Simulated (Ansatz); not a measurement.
A made-up structure of SnSiH4O, singlet:

O1  (0.073, 0.853, -0.598)
Si2  (1.419, 2.030, 0.250)
Sn3  (-0.636, -0.601, -0.364)
H4  (-2.318, -0.408, -0.216)
H5  (-0.325, -1.618, -1.690)
H6  (-0.051, -1.353, 1.043)
H7  (1.673, 1.135, 1.323)
(Å)

It is relaxed with PBE-D4/def2-SVP and then PBE0-D4/def2-TZVP (Ansatz 0.2.0). Atoms count as bonded within 1.22 times the sum of their covalent radii (H–H: 0.88 Å). The end point is not checked to be a true minimum.

Task: Does its bonding change? (A judgement: the text doesn't fix the answer.)

Result: Computed: No: no bond forms or breaks.

Where it ends: The first stage lowers the energy by 3.52 eV in 5 steps. It ends as SnSiH₄O ([SiH][O][SnH3]):
```
7
angstrom
O 0.1907 1.0609 -0.6113
Si 1.3093 1.9653 0.1557
Sn -0.6714 -0.7031 -0.3291
H -2.3348 -0.3667 -0.2051
H -0.2901 -1.6081 -1.7188
H 0.0089 -1.3270 1.1014
H 1.6226 1.0173 1.3538
```

Labels in which every atom is bracketed show which atoms are joined, not bond orders.

For scale, one of the runs: PBE0-D4/def2-TZVP relaxation, 142 basis functions, launched by `ansatz run in.yaml --threads 2 --pin off --events-out ev --progress --plain --max-ram 4352MiB`. The run took about 35 s on 2 CPU threads of an Intel Xeon Platinum 8175M (shared host).
